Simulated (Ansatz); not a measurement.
`[F][GeH2][InH2]` + ethylmethylamine → `CC[N](C)[InH2]` + `[F][GeH3]` at 600 K and 1 bar (cleavage of the In–Ge bond).

Isolated molecules relaxed with PBE0-D4/def2-TZVP in Ansatz; ΔE leaves out vibrations. CCSD(T)/CBS is the MP2 limit (def2-TZVPP, def2-QZVPP) plus CCSD(T) − MP2 in def2-TZVPP, frozen cores. Elements past krypton have def2 core potentials. For Ge, In outer-core shells are correlated without core-valence functions, which leaves a few kJ/mol of doubt a bond. Scalar relativity is left out up to krypton. Each species was taken in one conformer, which may not be the lowest.

| species | CCSD(T)/CBS energy (Eh) | H − E (kJ/mol) | S (J/(mol·K)) |
| --- | --- | --- | --- |
| `[F][GeH2][InH2]` | -2368.13046 | 129.8 | 425.4 |
| `CCNC` | -174.26710 | 371.8 | 385.5 |
| `CC[N](C)[InH2]` | -364.66442 | 394.5 | 485.1 |
| `[F][GeH3]` | -2177.72589 | 97.6 | 296.3 |

H − E and S are ideal-gas, rigid-rotor, harmonic terms from PBE0-D4/def2-TZVP, for one conformer and one mirror image of each species. 1 Eh = 2625.50 kJ/mol, R = 8.31446 J/(mol·K).

Task: By hand: ΔE, ΔH, ΔS and ΔG.

Result: ΔE = (-364.66442) + (-2177.72589) − (-2368.13046) − (-174.26710) = 0.00725 Eh = 19.0 kJ/mol. Δ(H − E) = 394.5 + 97.6 − 129.8 − 371.8 = -9.5, so ΔH = 9.5 kJ/mol. ΔS = 485.1 + 296.3 − 425.4 − 385.5 = -29.5 J/(mol·K). ΔG = 9.5 − 600 × (-29.5)/1000 = 27.2 kJ/mol.

Task: By hand: the equilibrium constant, and the temperature at which ΔG would vanish if ΔH and ΔS stayed fixed.

Result: log₁₀ K = −ΔG/(RT ln 10) = -2.4. ΔH and −TΔS have one sign here, so there is no such temperature.

TΔS isn't small against ΔH here. A doubt of 5 kJ/mol in ΔE shifts log₁₀ K by 0.4 here. Other conformers and mirror images would add mixing entropy, several J/(mol·K) or more a flexible species. These are equilibria of isolated gas molecules and say nothing of rates. Largest T1 diagnostic: 0.016 (customary marks: 0.02 for closed shells, 0.045 for open ones).
